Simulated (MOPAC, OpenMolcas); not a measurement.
# SiNH4ClO (SMILES N[SiH](O)Cl): methods side by side

SiNH4ClO: 8 atoms, total charge 0, spin state singlet. As SMILES, `N[SiH](O)Cl`. The coordinates come from a PBE0-D4/def2-TZVP relaxation. This is one conformer, not always the lowest.

```xyz
8

N    -0.7498    0.8856   -0.2890
Si    0.5244   -0.2262   -0.1153
O     0.5513   -0.8613    1.3869
Cl    0.1731   -1.6416   -1.5669
H    -1.2172    0.9980   -1.1727
H    -0.8069    1.7124    0.2830
H     1.8967    0.2772   -0.3086
H    -0.2795   -1.2012    1.7267
```

Each level gives the dipole moment (D). The values are calculated.

```csv
level,kind,program,value (D),CPU time
PM7,semi-empirical,MOPAC,2.92,under 2 s
HF/6-31G* (spherical functions),Hartree–Fock,OpenMolcas,3.05,6.8 s
SVWN5/6-31G* (spherical functions),LDA,OpenMolcas,3.01,20 s
revPBE/6-31G* (spherical functions),GGA,OpenMolcas,2.93,29 s
M06-L/6-31G* (spherical functions),meta-GGA,OpenMolcas,3.04,34 s
r2SCAN/6-31G* (spherical functions),meta-GGA,OpenMolcas,3.01,35 s
B3LYP/6-31G* (spherical functions),global hybrid,OpenMolcas,2.94,27 s
```

The values span 2.92 to 3.05 D. Magnitudes only. CPU times are rough (shared hosts, several kinds of processor and program).
